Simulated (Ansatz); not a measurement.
Ideal-gas functions of CH4ClFSn, SMILES `[F][SnH2][CH2]Cl` at 298.15 K and 1 bar, from an Ansatz frequency run at PBE0-D4/def2-TZVP.

Molar mass 189.2 g/mol, point group Cs (symmetry number 1), electronic degeneracy 1, moments of inertia 51.965, 385.571, 426.015 u Å². Harmonic wavenumbers (cm⁻¹, unscaled): 38, 88, 174, 377, 500, 536, 602, 644, 689, 728, 747, 1111, 1162, 1431, 1972, 1983, 3111, 3184.

Use S(trans) = R[1.5 ln M + 2.5 ln T − 1.1517]; rotational temperatures θ = 24.2544 K / I; S(rot) = R[ln(√π/σ · √(T³/θAθBθC)) + 1.5]; for each mode x = 1.438777 ν̃/T, S = R[x/(eˣ − 1) − ln(1 − e⁻ˣ)] and H = RT x/(eˣ − 1); 1 cm⁻¹ = 0.0119627 kJ/mol; R = 8.31446 J/(mol·K).

By hand: the entropy, in J/(mol·K).

Translation 174.2. Rotation: θ = 0.4667, 0.0629, 0.0569 K, giving 114.9. Vibration, mode by mode: 22.43, 15.50, 10.01, 4.40, 2.75, 2.40, 1.87, 1.59, 1.34, 1.15, 1.07, 0.25, 0.20, 0.07, 0.01, 0.01, 0.00, 0.00, in all 65.0. Electronic 0.0. Sum 354.1 J/(mol·K).

By hand: H − E and G − E in kJ/mol, counted from the electronic energy.

Zero-point energy ½ × 19077 × 0.0119627 = 114.1; thermal vibration 9.6; translation, rotation and pV give 4 RT = 9.9. H − E = 133.6 kJ/mol, and G − E = 133.6 − 298.15 × 354.1/1000 = 28.0 kJ/mol.

Vibration gives 18 % of the entropy, 37.9 J/(mol·K) of it from the modes under 150 cm⁻¹: soft modes count most, and the harmonic formula is weakest for them. The sum counts one conformer and one mirror image; others add a mixing term.
